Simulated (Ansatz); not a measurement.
Two members of one family (Same ligands, another metal), computed with Ansatz in the gas phase. The two geometries come from different levels. HOMO and LUMO are taken over both spins. Binding counts from free atoms in the multiplicity of their measured ground term, without zero-point energy. Singlets are spin-restricted. Names give formal oxidation states. The structures are stationary points that may keep the symmetry of their start. Remarks come from the PBE and PBE0 runs and from stability tests at other levels; not every state was tested.

First: Cr(NH2)2 (quintet, charge 0, PBE0-D4/def2-TZVP geometry).

Cartesian coordinates in Å:
```
Cr 0.0925 0.3598 -0.1413
N -1.7744 0.4421 -0.2450
H -2.3418 0.0533 -0.9865
H -2.3964 0.6761 0.5192
N 1.8082 -0.3079 0.1911
H 2.3381 -0.9078 -0.4273
H 2.2739 -0.3157 1.0898
```

| level | HOMO (eV) | LUMO (eV) | gap (eV) | binding per atom (eV) |
| --- | --- | --- | --- | --- |
| LDA (SPW92)/def2-TZVP | -4.56 | -3.03 | 1.53 | 3.69 |
| PBE-D4/def2-SVP | -4.09 | -2.32 | 1.77 | 3.26 |
| BLYP-D4/def2-TZVP | -4.28 | -2.57 | 1.71 | 3.28 |
| PBE0-D4/def2-TZVP | -5.84 | -1.48 | 4.35 | 3.10 |
| ωB97X-V/def2-TZVP | -8.20 | 0.44 | 8.64 | 3.18 |

Metal–donor distances: 2 × N 1.87 Å. Remarks: restricted SCF unstable (singlet), spin-contaminated (⟨S²⟩ up to 3.03) (triplet).

Second: Cu(NH2)2 (doublet, charge 0, r2SCAN-D4/def2-TZVP geometry).

```xyz
7

Cu    0.002    0.001    0.001
N     0.952   -1.395   -0.537
H     1.753   -1.782   -0.057
H     0.779   -1.936   -1.374
N    -0.951    1.395    0.538
H    -0.781    1.937    1.374
H    -1.754    1.779    0.055
```

Question: Estimate the same table for the second.

Answer: 
| level | HOMO (eV) | LUMO (eV) | gap (eV) | binding per atom (eV) |
| --- | --- | --- | --- | --- |
| LDA (SPW92)/def2-TZVP | -5.02 | -4.25 | 0.77 | 3.60 |
| PBE-D4/def2-SVP | -4.44 | -3.43 | 1.01 | 3.20 |
| BLYP-D4/def2-TZVP | -4.78 | -3.80 | 0.98 | 3.13 |
| PBE0-D4/def2-TZVP | -6.11 | -2.88 | 3.23 | 2.99 |
| ωB97X-V/def2-TZVP | -8.23 | -0.90 | 7.33 | 3.01 |

Metal–donor distances: 2 × N 1.77 Å.
